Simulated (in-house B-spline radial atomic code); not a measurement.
The numbers below are computed, except where a source is named.
**Rb in an electron gas of r_s = 3.3: phase shifts, screening and friction**

A nucleus sits in a uniform electron gas with a rigid positive background. The Kohn-Sham equations are solved self-consistently in the spin-unpolarised LDA (PW92), non-relativistic, on B-splines with outgoing waves at the boundary and partial waves to l = 8. The model has no lattice, no bands and no magnetic solution. Atomic units; δ_l are the phase shifts at the Fermi level, counted so that each bound state adds π, and good to about 0.0005.

The density parameter is r_s = 3.3 bohr.

```csv
l,δ_l (rad)
0,12.1007
1,9.2905
2,3.6394
3,-0.0029
4,-0.0032
5,-0.0001
6,-0.0002
7,0.0000
8,-0.0001
```

Bound levels below the band bottom (hartree): s -10.28, p -7.934, d -3.684, s -0.914, p -0.375 and deeper ones.

Question: Check the Friedel sum rule, and say where the screening charge sits.

Answer: k_F = (9π/4)^(1/3)/r_s = 0.58156. The rule is Z = (2/π) Σ (2l + 1) δ_l. The terms are s 7.704, p 17.744, d 11.585, f -0.013 and -0.022 beyond, in all 36.997 against Z = 37. Bound states hold 8 s, 18 p, 10 d electrons, so the scattering states carry 1.00 in all; where a term is smaller than its bound count, the bound level has drawn weight out of the band.

Question: Find the transport cross section and the electronic stopping of a 1 keV Rb ion (mass 85.47 u).

Answer: σ_tr = (4π/k_F²) Σ (l + 1) sin²(δ_l − δ_(l+1)). The terms for l = 0 to 3 are 0.1059, 0.6982, 0.6913, 0.0000, all together 1.4954, so σ_tr = 37.155 × 1.4954 = 55.561 bohr². With n = 3/(4π r_s³) = 0.006643, the friction coefficient is Q = n k_F σ_tr = 0.2147. For v well below v_F = 0.582, dE/dx = Q v; with 24801 eV per u at v = 1, v = √(1000/(24801 × 85.47)) = 0.0217, so dE/dx = 0.00466 hartree/bohr = 2.4 eV/nm.
